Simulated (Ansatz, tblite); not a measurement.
Removing an electron: (NaNH2)2 ring (Na2N2H4). The state is a singlet with charge 0. Geometry: PBE0-D4/def2-SVP. Ansatz, gas phase; energy differences of separate SCF runs; the oxidised species was run as a doublet alone.

Cartesian coordinates in Å:
```
Na -0.706 0.838 0.907
N 0.169 1.352 -1.117
Na 0.704 -0.839 -0.908
N -0.170 -1.352 1.117
H 0.918 2.049 -1.180
H -0.454 1.649 -1.875
H 0.455 -1.647 1.874
H -0.917 -2.050 1.182
```

The xTB rows come from tblite.

| level | −HOMO (eV) | vertical IE (eV) | −LUMO (eV) | HOMO–LUMO gap (eV) |
| --- | --- | --- | --- | --- |
| GFN2-xTB | 7.31 | 10.89 | 6.59 | 0.72 |
| PBE-D4/def2-TZVP | 3.68 | 6.51 | 1.20 | 2.48 |
| r2SCAN-D4/def2-TZVP | 3.79 | 6.48 | 0.64 | 3.15 |

Question: Estimate the rows for GFN1-xTB, PBE0-D4/def2-TZVP.

Answer: 
```
            level  −HOMO (eV)  vertical IE (eV)  −LUMO (eV)  HOMO–LUMO gap (eV)
         GFN1-xTB        7.51             10.56        4.71                2.80
PBE0-D4/def2-TZVP        4.87              6.76        0.65                4.23
```

Relaxing the oxidised species (PBE0-D4/def2-SVP) changes its energy by -0.10 eV at PBE0-D4/def2-TZVP, so the adiabatic ionisation energy to this nearest minimum is 6.66 eV. At PBE-D4/def2-TZVP it is 6.40 eV.    Raw xTB energy differences between charge states are shifted by several eV; the methods need an empirical correction for them.
